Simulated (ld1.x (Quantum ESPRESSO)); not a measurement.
## Ge (Z = 32): one change to a PAW potential, before and after

ld1.x (Quantum ESPRESSO) 7.5 input, shortened:

```
&input
   title='Ge', zed=32., rel=1, dft='PZ', iswitch=3,
   config='[Ar] 3d10 4s2 4p2 4f-2'
 /
 &inputp
   pseudotype=3, lpaw=.true., tm=.true., lloc=-1, rcloc=1.85,
   nlcc=.true., new_core_ps=.true., rcore=0.60,
   which_augfun='BESSEL', rmatch_augfun=1.05
 /
7
4S  1  0   2.00   0.00  1.30  1.80  0.0
4S  1  0   0.00   1.70  1.30  1.80  0.0
4P  2  1   2.00   0.00  1.60  2.10  0.0
4P  2  1   0.00   1.95  1.60  2.10  0.0
3D  3  2  10.00   0.00  0.95  1.15  0.0
3D  3  2   0.00  -1.80  0.95  1.15  0.0
4F  4  3  -2.00   0.40  1.70  2.05  0.0
 &test
   configts(1)='3d10 4s2 4p2'
 /
```

Change: waves 3d (bound): rcut 0.70, rcutus 0.74 bohr; 3d channel at -1.8 Ry: rcut 0.70, rcutus 0.74 bohr.

Cutoffs: the cutoffs (Ry, on a coarse ladder) from which the occupation-weighted sum of valence levels, in a spherical-Bessel basis at the reference potential, stays within 10 and 1 mRy of its value at 400 Ry; they do not see the model core or the augmentation charge, which bear on the density cutoff. Errors are all-electron minus pseudo energies relative to the spin-unpolarised reference configuration.

Q: What does the change do?

A: Of the 9 tests that both files solve, the error grows in 2 and shrinks in 0 by more than 15 % and 0.3 meV (median size 1.9 → 1.9 meV); neither file shows a bound ghost.

```tsv
quantity	base	changed
cutoff, loose	120 Ry	300 Ry
cutoff, tight	180 Ry	over 300 Ry
loose cutoff by channel (10 mRy a level)	s 6 Ry, p 6 Ry, d 70 Ry	s 6 Ry, p 6 Ry, d 180 Ry
bound ghosts	none	none
error for 3d10 4s2 4p1, meV [ΔE 7.64 eV]	-0.9	-1.0
error for 3d10 4s2 4p0, meV [ΔE 23.35 eV]	-2.8	-3.2
error for 3d10 4s1 4p0, meV [ΔE 58.57 eV]	-9.0	-11
error for 3d10 4s1 4p2, meV [ΔE 16.41 eV]	-1.9	-1.9
error for 3d10 4s0 4p0, meV [ΔE 105.22 eV]	-28	-33
error for 3d10 4s2 4p2.3, meV [ΔE -0.93 eV]	+0.1	+0.2
error for 3d9 4s2 4p3, meV [ΔE 29.72 eV]	-247	-238
error for 3d10 4s2 4p2 (spin-polarised), meV [ΔE -0.56 eV]	0.0	+0.1
error for 3d10 4s2 4p1 (spin-polarised), meV [ΔE 7.45 eV]	-1.0	-1.0
s: phases at 2.29 bohr within 0.05 rad from the reference energy up to (Ry; the scan ends near 5)	4.9	4.9
p: phases at 2.29 bohr within 0.05 rad from the reference energy up to (Ry; the scan ends near 5)	to the end of the scan	to the end of the scan
d: phases at 2.29 bohr within 0.05 rad from the reference energy up to (Ry; the scan ends near 5)	to the end of the scan	to the end of the scan
f: phases at 2.29 bohr within 0.05 rad from the reference energy up to (Ry; the scan ends near 5)	to the end of the scan	to the end of the scan
lowest overlap eigenvalue by channel	s 0.41, p 0.62, d 1.00, f 0.85	s 0.41, p 0.62, d 1.00, f 0.85
```
